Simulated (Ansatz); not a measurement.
Cost and result for the atomization energy of `[F][In]([Cl])[GeH3]` (7 atoms, 6 bonds).

```
atom    x (Å)    y (Å)    z (Å)
  F1   0.5127   1.9071  -2.1089
 In2  -0.5091   0.6341  -1.0460
 Cl3  -2.6421   0.4668  -1.9459
 Ge4   0.5095  -0.5792   0.9893
  H5   1.5724  -1.5578   0.4750
  H6   1.1552   0.4646   1.9076
  H7  -0.5985  -1.3357   1.7289
```

Total charge 0; spin multiplicity 1. Correlated methods include outer-core shells of Ge, In, which these sets cover unevenly. Scalar relativity is left out up to krypton. In: def2 effective core potential. All single points use the PBE0-D4/def2-TZVP geometry. Program: Ansatz. All runs use 4 threads of an Arm Neoverse V1 on a shared host. Times are those of one run each, without the atoms' runs, and a repeat can differ threefold. Electronic energies, without spin–orbit coupling; frozen cores. CCSD(T)/CBS adds CCSD(T) − MP2 in def2-TZVPP to the MP2 limit, and its time is that of the two runs behind it. T1 = 0.014. With those shells the extrapolation isn't a true limit. HSE06 is the plane-wave form, built on full-range PBE exchange.

CCSD(T)/CBS is a level of theory with its own doubt, some kJ/mol a heavy atom from the limit and from the frozen cores, so smaller differences don't rank the functionals.

| level | functions | wall time | atomization (kJ/mol) | difference from CCSD(T)/CBS | per bond |
| --- | --- | --- | --- | --- | --- |
| revPBE-D4/def2-TZVPP | 213 | 2.1 s | 1779.7 | -81.8 | -13.6 |
| PBE-D4/def2-TZVPP (with forces) | 213 | 2.6 s | 1836.7 | -24.8 | -4.1 |
| PBE0-D4/def2-TZVPP | 213 | 3.3 s | 1808.6 | -52.9 | -8.8 |
| HSE06-D4/def2-TZVPP | 213 | 4 s | 1808.4 | -53.1 | -8.8 |
| CAM-B3LYP-D4/def2-TZVPP | 213 | 4.3 s | 1827.2 | -34.3 | -5.7 |
| B2PLYP/def2-TZVPP | 213 | 6 s | 1797.1 | -64.4 | -10.7 |
| r2SCANh-D4/def2-TZVPP | 213 | 6.5 s | 1834.5 | -27.0 | -4.5 |
| CCSD(T)/def2-SVP | 105 | 8 s | 1707.2 | -154.3 | -25.7 |
| ωB97X-V/def2-TZVPP | 213 | 9 s | 1861.2 | -0.3 | -0.1 |
| ωB97M-V/def2-TZVPP (with forces) | 213 | 14 s | 1831.3 | -30.2 | -5.0 |
| MP2/def2-QZVPP | 388 | 18 s | 1858.1 | -3.4 | -0.6 |
| CCSD(T)/def2-TZVPP | 213 | 2.8 min | 1804.9 | -56.6 | -9.4 |
| CCSD(T)/CBS(def2) | – | 3.1 min | 1861.5 | 0.0 | 0.0 |

Leaving LDA and LC-ωPBE aside and taking each functional with its dispersion term where it has one, the values, not all of them listed here, spread over 103.1 kJ/mol, from BHLYP-D4 to B97M-V. LDA lies +284.5 kJ/mol from PBE without D4, its usual overbinding. At CCSD(T), def2-SVP lies −154.3 kJ/mol from the extrapolated value and def2-TZVPP −56.6 kJ/mol: correlation converges slowly with the basis, and small sets miss more of it in the bonded molecule than in its fragments. The D4 term adds +23.6 kJ/mol with B3LYP and +12.5 kJ/mol with PBE0; it sums over pairs of atoms, weighted by their polarisabilities, and B3LYP, whose exchange is more repulsive, gets the larger term.

B3LYP here is the variant with VWN-RPA as its local correlation; programs differ in this.

Spin–orbit coupling would lower the free In atoms strongly, and the atomization energy with them, by more than many differences here. For some Ge, Se and Sn compounds the MP2-based and the directly extrapolated limit differ by 10 to 25 kJ/mol.
